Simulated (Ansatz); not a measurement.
Start from `CB(C)N` and change one element to get `[CH3][Al]([CH3])[NH2]`.

Ansatz, PBE0-D4/def2-TZVP geometries, multiplicity 1. Each molecule was computed in one conformer, which needn't be the lowest.

| property | `CB(C)N` |
| --- | --- |
| HOMO–LUMO gap (B3LYP/def2-TZVPP) / eV | 8.33 |
| LUMO energy (B3LYP/def2-TZVPP) / eV | 0.50 |
| LUMO energy (ωB97M-V/def2-TZVPP) / eV | 2.07 |
| HOMO energy (PBE/def2-TZVPP) / eV | -6.69 |
| HOMO–LUMO gap (PBE0/def2-TZVPP) / eV | 8.91 |
| HOMO–LUMO gap (PBE/def2-TZVPP) / eV | 6.78 |

**Question.** Give the same properties after the change, and the shifts. (Best estimate.)

**Answer.** Ansatz gave: 
| property | `[CH3][Al]([CH3])[NH2]` | shift |
| --- | --- | --- |
| HOMO–LUMO gap (B3LYP/def2-TZVPP) / eV | 7.00 | -1.33 |
| LUMO energy (B3LYP/def2-TZVPP) / eV | 0.05 | -0.45 |
| LUMO energy (ωB97M-V/def2-TZVPP) / eV | 1.66 | -0.41 |
| HOMO energy (PBE/def2-TZVPP) / eV | -5.81 | 0.88 |
| HOMO–LUMO gap (PBE0/def2-TZVPP) / eV | 7.54 | -1.37 |
| HOMO–LUMO gap (PBE/def2-TZVPP) / eV | 5.40 | -1.38 |

With PBE0 the HOMO rises by 0.88 eV and the LUMO falls by 0.49 eV, so the gap narrows by about 1.37 eV. PBE moves the HOMO by 0.88 eV and ωB97M-V by 0.87 eV.

B3LYP here is the variant with VWN-RPA as its local correlation; programs differ in this.
